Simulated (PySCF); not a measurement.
C5H14Ge, SMILES CC(C)C[CH2][GeH3] at its GFN2-xTB optimised geometry (Å):

```
20

C     -0.2329    -1.2048     1.1889
C      0.2936    -0.4081     0.0000
C      1.8206    -0.4081     0.0000
C     -0.2282     1.0299     0.0000
C     -1.7469     1.1424    -0.0862
Ge    -2.5573     0.1736    -1.6044
H      0.2110    -2.1979     1.2040
H     -1.3133    -1.3204     1.1332
H      0.0166    -0.7040     2.1225
H     -0.0532    -0.8917    -0.9247
H      2.2066     0.1410    -0.8561
H      2.1983     0.0607     0.9068
H      2.2041    -1.4250    -0.0443
H      0.2080     1.5505    -0.8575
H      0.1217     1.5383     0.9040
H     -2.0137     2.1979    -0.1828
H     -2.2066     0.7944     0.8400
H     -3.9601     0.6444    -1.8349
H     -1.8037     0.4006    -2.8767
H     -2.6400    -1.3060    -1.3967
```

Computed with PBE0/def2-SVP (PySCF). Cells within 0.4 Å of a nucleus heavier than hydrogen are left out (blank, or x).

Map of the electron localisation function on the plane z = 0.0 Å:

```
|0000000000000000000000000000000|
|0000000000000000000000000000000|
|0000000000000000000000000000000|
|0000001343100000000000000000000|
|0000027999610000000000000000000|
|0000169999830000000000000000000|
|0000179999940000000000000000000|
|0000179999950011100000000000000|
|0000059999951133320000000000000|
|0000026999854446541000000000000|
|000001465x278525652000000000000|
|00000145xxx892xx441000000000000|
|000002563xx89xxx441001110000000|
|0000014675577536851124442100000|
|0000013565433689964445664100000|
|0000001233101577248841464200000|
|000000011000034xxx99xxx44200000|
|000000000000135xxx99xxx54200000|
|0000000000000355347766998510000|
|0000110000000145433479999841000|
|0001110000000012210179999972000|
|0001110000000000000079999982000|
|0000000000000000000049999971000|
|0000000000000000000007999840000|
|0000000000000000000001576300000|
|0000000000000000000000000000000|
|0000000000000000000000000000000|
|0000000000000000000000000000000|
|0000000000000000000000000000000|
|0000000000000000000000000000000|
|0000000000000000000000000000000|
```
Scale: ten equal steps from 0.000 (start of '0') to 0.999 (end of '9'), in the order '0123456789'; x runs from -4.50 to 4.50, y from -4.50 (bottom) to 4.50 (top).
